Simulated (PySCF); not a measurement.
C2H3BClNO (SMILES CB(Cl)N=C=O), singlet, geometry from GFN2-xTB, atoms displaced at random by about 0.08 Å a coordinate; B3LYP/6-31G, gradient by finite differences (PySCF).

PySCF was given this input:
```python
from pyscf import gto, scf, dft

mol = gto.Mole()
mol.atom = '''
    B     0.31629774   -0.35559110    0.61750631
    Cl    1.82200987   -0.12758924    0.04310636
    C     0.01508572   -1.11486722    2.08468354
    H    -0.65752953   -2.04481165    1.92393460
    H    -0.93712206   -0.47899252    2.50551599
    H     0.77522971   -1.21772692    2.65659015
    N    -0.87092280    0.21644619   -0.10745298
    C    -1.28744277    0.64972822   -1.08041453
    O    -2.08622597    1.16730532   -2.07624352
'''
mol.basis = '6-31g'
mol.verbose = 4
mol.build()

mf = dft.RKS(mol)
mf.xc = 'b3lyp'
mf.conv_tol = 1e-11
mf.kernel()
scan, done = mf.as_scanner(), []
scan.scf_summary = {}
def energy(d):
    c = mol.atom_coords()
    c[5, 0] += d
    e = scan(mol.set_geom_(c, unit='Bohr', inplace=False))
    done.append(scan.converged)
    return e
h = 0.05
fd = (energy(h) - energy(-h)) / (2 * h)
print('dE/dx =', fd)
```

The log (banner, timings and long lists left out):

```
PySCF version 2.14.0

[INPUT] verbose = 4
[INPUT] num. atoms = 9
[INPUT] num. electrons = 52
[INPUT] charge = 0
[INPUT] spin (= nelec alpha-beta = 2S) = 0
[INPUT] symmetry False subgroup None
[INPUT] Mole.unit = angstrom
[INPUT] Symbol           X                Y                Z      unit          X                Y                Z       unit  Magmom
[...]
nuclear repulsion = 231.166411581188
number of shells = 38
number of NR pGTOs = 168
number of NR cGTOs = 64
basis = 6-31g
ecp = {}

******** <class 'pyscf.dft.rks.RKS'> ********
method = RKS
initial guess = minao
damping factor = 0
level_shift factor = 0
DIIS = <class 'pyscf.scf.diis.CDIIS'>
diis_start_cycle = 1
diis_space = 8
diis_damp = 0
SCF conv_tol = 1e-11
SCF conv_tol_grad = None
SCF max_cycles = 50
direct_scf = True
direct_scf_tol = 1e-13
XC library pyscf.dft.libxc version 7.1.2
    S. Lehtola, C. Steigemann, M. J. T. Oliveira, and M. A. L. Marques,  SoftwareX 7, 1–5 (2018)
XC functionals = b3lyp
    P. J. Stephens, F. J. Devlin, C. F. Chabalowski, and M. J. Frisch,  J. Phys. Chem. 98, 11623 (1994)
radial grids:
    Treutler-Ahlrichs [JCP 102, 346 (1995); DOI:10.1063/1.469408] (M4) radial grids

becke partition: Becke, JCP 88, 2547 (1988); DOI:10.1063/1.454033
pruning grids: <function nwchem_prune>
grids dens level: 3
symmetrized grids: False
atomic radii adjust function: <function treutler_atomic_radii_adjust>
small_rho_cutoff = 0
Set gradient conv threshold to 3.16228e-06
Initial guess from minao.
tot grids = 118576
init E= -693.665457248571
[...]
cycle= 1 E= -692.744903129023  delta_E= 0.921  |g|= 0.903  |ddm|= 3.25
[...]
cycle= 2 E= -690.421217197968  delta_E= 2.32  |g|= 3.11  |ddm|= 3.19
[...]
cycle= 3 E= -692.843341088093  delta_E= -2.42  |g|= 0.647  |ddm|=  2.8
[...]
cycle= 4 E= -692.937901439295  delta_E= -0.0946  |g|= 0.173  |ddm|= 0.623
[...]
cycle= 5 E= -692.943000714278  delta_E= -0.0051  |g|= 0.0757  |ddm|= 0.194
[...]
cycle= 6 E= -692.944427334866  delta_E= -0.00143  |g|= 0.0134  |ddm|= 0.0772
[...]
cycle= 7 E= -692.944473542522  delta_E= -4.62e-05  |g|= 0.00422  |ddm|= 0.0145
[...]
cycle= 8 E= -692.944477913356  delta_E= -4.37e-06  |g|= 0.000996  |ddm|= 0.0051
[...]
cycle= 9 E= -692.944478140255  delta_E= -2.27e-07  |g|= 0.000237  |ddm|= 0.00129
[...]
cycle= 10 E= -692.944478155925  delta_E= -1.57e-08  |g|= 2.42e-05  |ddm|= 0.000322
[...]
cycle= 11 E= -692.944478156111  delta_E= -1.87e-10  |g|= 6.54e-06  |ddm|= 5.24e-05
[...]
cycle= 12 E= -692.944478156126  delta_E= -1.49e-11  |g|= 1.76e-06  |ddm|= 1.1e-05
[...]
cycle= 13 E= -692.944478156123  delta_E= 3.41e-12  |g|= 4.87e-07  |ddm|= 3.32e-06
[...]
Extra cycle  E= -692.944478156126  delta_E= -3.41e-12  |g|= 9.17e-07  |ddm|= 1.29e-06
converged SCF energy = -692.944478156126
Create scanner for <class 'pyscf.dft.rks.RKS'>

WARN: Mole.unit (angstrom) is changed to Bohr

New geometry
   1 B      0.316297740000  -0.355591100000   0.617506310000 AA    0.597716102419  -0.671969791333   1.166917806091 Bohr
   2 Cl     1.822009870000  -0.127589240000   0.043106360000 AA    3.443099650554  -0.241108720041   0.081459214627 Bohr
   3 C      0.015085720000  -1.114867220000   2.084683540000 AA    0.028507879192  -2.106793711055   3.939480946989 Bohr
   4 H     -0.657529530000  -2.044811650000   1.923934600000 AA   -1.242550730514  -3.864133994820   3.635709475575 Bohr
   5 H     -0.937122060000  -0.478992520000   2.505515990000 AA   -1.770904038688  -0.905164678515   4.734739021818 Bohr
   6 H      0.801688570546  -1.217726920000   2.656590150000 AA    1.514971835526  -2.301170373310   5.020227808717 Bohr
   7 N     -0.870922800000   0.216446190000  -0.107452980000 AA   -1.645805567639   0.409024019806  -0.203056703468 Bohr
   8 C     -1.287442770000   0.649728220000  -1.080414530000 AA   -2.432914236351   1.227808391201  -2.041687562701 Bohr
   9 O     -2.086225970000   1.167305320000  -2.076243520000 AA   -3.942395717255   2.205887358548  -3.923531620703 Bohr

******** <class 'pyscf.scf.hf.RKS_Scanner'> ********
[...]
[...]
cycle= 3 E= -692.948878238924  delta_E= -1.69e-05  |g|= 0.00455  |ddm|= 0.0108
[...]
cycle= 4 E= -692.948882352727  delta_E= -4.11e-06  |g|= 0.00135  |ddm|= 0.00464
[...]
cycle= 5 E= -692.948882768891  delta_E= -4.16e-07  |g|= 0.000135  |ddm|= 0.00118
[...]
cycle= 6 E= -692.948882772072  delta_E= -3.18e-09  |g|= 8.32e-05  |ddm|= 0.000198
[...]
cycle= 7 E= -692.948882773495  delta_E= -1.42e-09  |g|= 1.28e-05  |ddm|= 6.81e-05
[...]
cycle= 8 E= -692.948882773542  delta_E= -4.7e-11  |g|= 4.13e-06  |ddm|= 2.21e-05
[...]
cycle= 9 E= -692.948882773544  delta_E= -2.05e-12  |g|= 4.14e-07  |ddm|= 6.34e-06
[...]
Extra cycle  E= -692.948882773547  delta_E= -2.96e-12  |g|= 4.73e-07  |ddm|= 1.12e-06
converged SCF energy = -692.948882773547

WARN: Mole.unit (angstrom) is changed to Bohr

New geometry
   1 B      0.316297740000  -0.355591100000   0.617506310000 AA    0.597716102419  -0.671969791333   1.166917806091 Bohr
   2 Cl     1.822009870000  -0.127589240000   0.043106360000 AA    3.443099650554  -0.241108720041   0.081459214627 Bohr
   3 C      0.015085720000  -1.114867220000   2.084683540000 AA    0.028507879192  -2.106793711055   3.939480946989 Bohr
   4 H     -0.657529530000  -2.044811650000   1.923934600000 AA   -1.242550730514  -3.864133994820   3.635709475575 Bohr
   5 H     -0.937122060000  -0.478992520000   2.505515990000 AA   -1.770904038688  -0.905164678515   4.734739021818 Bohr
   6 H      0.748770849454  -1.217726920000   2.656590150000 AA    1.414971835526  -2.301170373310   5.020227808717 Bohr
   7 N     -0.870922800000   0.216446190000  -0.107452980000 AA   -1.645805567639   0.409024019806  -0.203056703468 Bohr
   8 C     -1.287442770000   0.649728220000  -1.080414530000 AA   -2.432914236351   1.227808391201  -2.041687562701 Bohr
   9 O     -2.086225970000   1.167305320000  -2.076243520000 AA   -3.942395717255   2.205887358548  -3.923531620703 Bohr

******** <class 'pyscf.scf.hf.RKS_Scanner'> ********
method = RKS_Scanner
initial guess = minao
damping factor = 0
level_shift factor = 0
DIIS = <class 'pyscf.scf.diis.CDIIS'>
diis_start_cycle = 1
diis_space = 8
diis_damp = 0
SCF conv_tol = 1e-11
SCF conv_tol_grad = None
SCF max_cycles = 50
direct_scf = True
direct_scf_tol = 1e-13
XC library pyscf.dft.libxc version 7.1.2
    S. Lehtola, C. Steigemann, M. J. T. Oliveira, and M. A. L. Marques,  SoftwareX 7, 1–5 (2018)
XC functionals = b3lyp
    P. J. Stephens, F. J. Devlin, C. F. Chabalowski, and M. J. Frisch,  J. Phys. Chem. 98, 11623 (1994)
radial grids:
    Treutler-Ahlrichs [JCP 102, 346 (1995); DOI:10.1063/1.469408] (M4) radial grids

becke partition: Becke, JCP 88, 2547 (1988); DOI:10.1063/1.454033
pruning grids: <function nwchem_prune>
grids dens level: 3
symmetrized grids: False
atomic radii adjust function: <function treutler_atomic_radii_adjust>
small_rho_cutoff = 0
Set gradient conv threshold to 3.16228e-06
tot grids = 118576
init E= -692.952994564478
[...]
cycle= 1 E= -692.938843074694  delta_E= 0.0142  |g|= 0.0111  |ddm|= 0.0521
[...]
cycle= 2 E= -692.938821851094  delta_E= 2.12e-05  |g|= 0.0168  |ddm|= 0.0403
[...]
cycle= 3 E= -692.938877561276  delta_E= -5.57e-05  |g|= 0.00857  |ddm|= 0.02
[...]
cycle= 4 E= -692.938892120962  delta_E= -1.46e-05  |g|= 0.00255  |ddm|= 0.00875
[...]
cycle= 5 E= -692.938893600983  delta_E= -1.48e-06  |g|= 0.00025  |ddm|= 0.00221
[...]
cycle= 6 E= -692.938893611435  delta_E= -1.05e-08  |g|= 0.000161  |ddm|= 0.00037
[...]
cycle= 7 E= -692.938893616725  delta_E= -5.29e-09  |g|= 2.44e-05  |ddm|= 0.00013
[...]
cycle= 8 E= -692.938893616898  delta_E= -1.73e-10  |g|= 7.61e-06  |ddm|= 4.2e-05
[...]
cycle= 9 E= -692.938893616919  delta_E= -2.07e-11  |g|= 7.8e-07  |ddm|= 1.18e-05
[...]
cycle= 10 E= -692.938893616916  delta_E= 3.52e-12  |g|= 4.08e-07  |ddm|= 1.54e-06
[...]
Extra cycle  E= -692.938893616917  delta_E= -1.14e-12  |g|= 1.05e-06  |ddm|= 1.44e-06
converged SCF energy = -692.938893616917
dE/dx = -0.09989156630240359
```
